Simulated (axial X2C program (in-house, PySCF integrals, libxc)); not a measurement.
Bond lengths and stretching modes, held linear, of HCuH⁻

Calculated with an axial X2C code built on PySCF integrals: two-component X2C with atomic mean-field Coulomb and Gaunt terms, Gaussian nuclei, basis H dyall-v3z, Cu dyall-v3z with contracted cores. Spin-free rows use the one-electron spin-free X2C Hamiltonian.

Masses H 1.008, Cu 62.930, H 1.008 u. States: 2c Ω = 0 (all partner blocks equally filled); spin-free M_S = 0, Λ = 0 (closed shell).

PBE, spin-free: energies above the lowest point

| r(H–Cu) (Å) | r(Cu–H) (Å) | E (meV) |
| --- | --- | --- |
| 1.5151 | 1.5151 | 15.53 |
| 1.5151 | 1.5540 | 6.83 |
| 1.5151 | 1.5928 | 12.83 |
| 1.5540 | 1.5151 | 6.83 |
| 1.5540 | 1.5540 | 0.00 |
| 1.5540 | 1.5928 | 7.74 |
| 1.5540 | 1.6317 | 27.53 |
| 1.5928 | 1.5151 | 12.83 |
| 1.5928 | 1.5540 | 7.74 |
| 1.5928 | 1.5928 | 17.12 |
| 1.6317 | 1.5540 | 27.53 |
| 1.6317 | 1.6317 | 61.27 |

Question: Fit a quadratic surface with cubic terms in each bond: where is the minimum, and what are the two stretching wavenumbers?

Answer: At PBE, spin-free: bonds 1.552 and 1.552 Å; harmonic stretches 1548.2 and 1706.0 cm⁻¹; force constants 1.55, 1.55 and coupling 0.17 mdyn/Å.

The other levels and Hamiltonians give:

| Hamiltonian | level | r(H–Cu) (Å) | r(Cu–H) (Å) | lower stretch (cm⁻¹) | upper stretch (cm⁻¹) |
| --- | --- | --- | --- | --- | --- |
| 2c | PBE0 | 1.554 | 1.554 | 1539.4 | 1689.5 |
| 2c | HF | 1.630 | 1.630 | 1301.9 | 1427.6 |
| 2c | PBE | 1.552 | 1.552 | 1546.7 | 1704.8 |
| 2c | MP2 | 1.508 | 1.508 | 1708.6 | 1858.5 |
| spin-free | PBE0 | 1.554 | 1.554 | 1541.0 | 1690.7 |
| spin-free | HF | 1.630 | 1.630 | 1304.0 | 1429.3 |
| spin-free | MP2 | 1.508 | 1.508 | 1710.7 | 1860.2 |

Each state is one determinant, the lowest of a limited PBE0 search; the stretches come from a fit to these few points and carry an uncertainty of a few per cent. Other orders of the atoms were not compared. The levels spread by more than a fifth, so the stretches depend strongly on the method. MP2 freezes inner shells (threshold -2 hartree). For an anion the highest level of a functional can be positive, and the basis then holds the extra electron. The molecule was held linear; bending was not examined, so a bent shape may lie lower.
